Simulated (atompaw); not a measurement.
# u(r) = r·R(r): atom against pseudo-atom (hydrogen)

Columns: radius, all-electron u(r) and pseudo u(r) of the 1s shell (level -6.49 eV) of hydrogen in the configuration 1s1; PBE, scalar-relativistic, PAW (atompaw) scheme, atompaw 4.2.0.5.

```csv
r (bohr),all-electron,pseudo
0.035,0.0649,0.0517
0.069,0.1236,0.1014
0.104,0.1797,0.1519
0.138,0.2303,0.1997
0.173,0.2786,0.2473
0.208,0.3232,0.2931
0.242,0.3632,0.3355
0.277,0.4012,0.3767
0.312,0.4361,0.4152
0.346,0.4672,0.4501
0.381,0.4965,0.4831
0.415,0.5224,0.5124
0.450,0.5468,0.5398
0.485,0.5688,0.5644
0.519,0.5882,0.5857
0.554,0.6062,0.6051
0.588,0.6218,0.6216
0.623,0.6361,0.6365
0.658,0.6487,0.6494
0.692,0.6595,0.6602
0.727,0.6691,0.6697
0.762,0.6774,0.6778
0.796,0.6842,0.6844
0.831,0.6900,0.6901
0.865,0.6946,0.6946
0.900,0.6982,0.6982
```

How many radial nodes do the two functions have?

The all-electron 1s function has n − l − 1 = 0; the pseudo-wave has 0.

Is the pseudo-wave norm-conserving?

No, it belongs to a PAW set: the norm inside the radius is not constrained, and the difference is carried by the augmentation charge.
